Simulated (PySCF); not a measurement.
## Shifts of the heteroatoms

Bonds (- single, = double, # triple, : aromatic): F1-C2 1.340 Å, C2-F3 1.333 Å, C2-F4 1.340 Å, C2-C5 1.532 Å, C5-N6 1.435 Å, N6:C7 1.351 Å, C7:P8 1.719 Å, P8:C9 1.763 Å, C9:N10 1.303 Å, N10:N6 1.322 Å. C5 carries H11, H12; C7 carries H13; C9 carries H14.

No relativistic terms, a single conformation, averaged over atoms made equivalent by symmetry, fast rotation or ring inversion, gas phase. PBE0/pcSseg-1 with gauge-including orbitals; geometry: GFN2-xTB; PySCF.

(1) Predict the 19F NMR data.

(2) Predict the 31P NMR data.

(3) Where does 15N resonate?

Results:

(1) 
```csv
atoms,environment,σ (ppm),δ (ppm)
F1/F3/F4,fluorine of a CF3 group,258.9,-73.0
```

Shieldings were converted by a linear fit to measured shifts: 19F (scatter 6.0 ppm rms, 7.0 ppm with the 5 outliers that the fit left out vs CFCl3, solution or neat liquid, with a term for F on sp3 carbon). Occasional misses reach two or three times the rms, and more in compound classes unlike the fitted ones.

On a 500 MHz spectrometer 19F resonates near 470.5 MHz, so 1 ppm is 470.5 Hz.

(2) 
```csv
atoms,environment,σ (ppm),δ (ppm)
P8,"phosphorus bonded to 2 C, in a 5-membered ring",191.9,111.1
```

Shieldings were converted by a linear fit to measured shifts: 31P (scatter 18.1 ppm rms vs H3PO4, solution or neat liquid). Occasional misses reach two or three times the rms, and more in compound classes unlike the fitted ones.

On a 500 MHz spectrometer 31P resonates near 202.4 MHz, so 1 ppm is 202.4 Hz.

(3) 
```tsv
atoms	environment	σ (ppm)	δ (ppm)
N10	pyridine-type nitrogen of an azole	-112.5	-44.4
N6	pyrrole-type ring nitrogen	28.8	-174.6
```

Shieldings were converted by a linear fit to measured shifts: 15N: δ = -148.07 − 0.921σ (rms 6.3 ppm, 71 shifts vs CH3NO2, solution or neat liquid). Occasional misses reach two or three times the rms, and more in compound classes unlike the fitted ones.

On a 600 MHz spectrometer 15N resonates near 60.8 MHz, so 1 ppm is 60.8 Hz.
